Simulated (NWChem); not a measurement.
Ionisation of C3H7O2

```
C
H 1 1.1159
O 1 1.4196 2 110.06
H 3 0.9636 1 107.99 2 -45.83
C 1 1.4823 2 109.26 3 118.29
H 5 1.0912 1 120.49 2 79.39
H 5 1.0914 6 119.83 1 173.24
C 1 1.5302 2 107.92 3 -118.37
O 8 1.3925 1 110.76 2 174.22
H 9 0.9679 8 105.25 1 -37.48
H 8 1.1029 9 108.82 10 -158.94
H 8 1.1133 11 106.65 9 120.96
```
Charge 0, spin multiplicity 2.

All runs are NWChem calculations. Structure: optimised with UPBE0/def2-SVP, a minimum by its harmonic frequencies. It is one conformer; others weren't searched.

Basis set: def2-TZVP. The species with one electron less has spin multiplicity 1 and keeps the geometry of the parent. Δ marks differences of total energies (open shells unrestricted). −ε marks an orbital energy of the parent. That orbital need not have the symmetry of the hole or added electron in the Δ rows. That singlet is a closed-shell solution.

B3LYP has NWChem's definition, with VWN1-RPA local correlation. The structure started from a generated list of species. No SCF solution was tested for a lower state. Open-shell Hartree-Fock references start from PBE0 orbitals.

One of these methods gave a first vertical ionisation energy of 8.43 eV. Which?
(A) ΔB3LYP
(B) −ε(alpha HOMO) of HF
(C) G0W0@PBE0
(D) −ε(alpha HOMO) of BP86

C, G0W0@PBE0. The others give 9.87 (−ε(alpha HOMO) of HF), 5.00 (−ε(alpha HOMO) of BP86), 8.63 (ΔB3LYP).
